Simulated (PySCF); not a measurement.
**Two-component Hartree-Fock for Te³⁺ (tellurium, charge +3)**

Start: [Kr] 4d10 5s1 5p2; 5s1/2 filled at m_j = +1/2; 5p3/2 filled at m_j = +1/2, +3/2. Calculated with PySCF 2.14 in x2c-SVPall-2c with one added diffuse shell each of s, p type (7s9p4d, 54 functions): generalised Hartree-Fock with the X2C-1e Hamiltonian and a Gaussian nucleus; one run each with spin-orbit coupling (SO) switched off, then screened by Boettger's factors. This is a chosen level, not necessarily the ground level.

```tsv
spinor shell	electrons	ε, spin-free (eV)	ε, screened SO (eV)	weight of nominal j (screened SO)	rms radius, screened SO (bohr)
1s1/2	2	-32002.7	-31999.5	1.000	0.0319
2s1/2	2	-5033.3	-5032.4	1.000	0.130
2p1/2	2	-4516.2	-4707.2	1.000	0.112
2p3/2	4	-4516.2	-4429.7	1.000	0.117
3s1/2	2	-1070.6	-1070.4	1.000	0.343
3p1/2	2	-898.23	-934.87	1.000	0.335
3p3/2	4	-898.23	-881.55	1.000	0.347
3d3/2	4	-637.87	-644.26	1.000	0.320
4s1/2	2	-226.21	-226.22	1.000	0.816
4p1/2	2	-170.31	-177.26	0.998	0.859
4p3/2	4	-170.31	-167.20	0.999	0.883
4d3/2	4	-85.663	-86.633	0.950	1.04
4d5/2	6	-85.663	-85.064	0.967	1.05
5s1/2	1	-51.283	-51.231	1.000	2.07
5p3/2	2	-38.118	-37.969	0.760	2.37
```

Problem. Where does 3d5/2 lie, and what is the 3d spin-orbit splitting (screened SO)?

Solution. At -633.45 eV, 10.806 eV above 3d3/2.

| quantity | spin-free | screened SO |
| --- | --- | --- |
| E (hartree) | -6787.04685 | -6788.87974 |
| M_J | 5/2 | 5/2 |
| ⟨J²⟩ | 8.754 | 8.754 |
| ⟨L²⟩ | 2.003 | 2.113 |
| ⟨S²⟩ | 3.752 | 3.700 |

Each row is a mean over spinors that exchange with the open shell spreads, by up to 1.186 eV (4s1/2).

Rows whose weight is well below 1 are mixtures of j = l ± 1/2: exchange outweighs spin-orbit coupling there, and the label is only the starting occupation.

Breit and QED terms are absent; they matter most for the inner s and p1/2 levels.

Densities and radii are taken from the X2C orbitals without a picture-change correction, which distorts them close to the nucleus.

Without spin-orbit coupling the j labels of p, d and f shells carry no meaning; the spin-free column gives the mean over the occupied spinors of each nl shell.
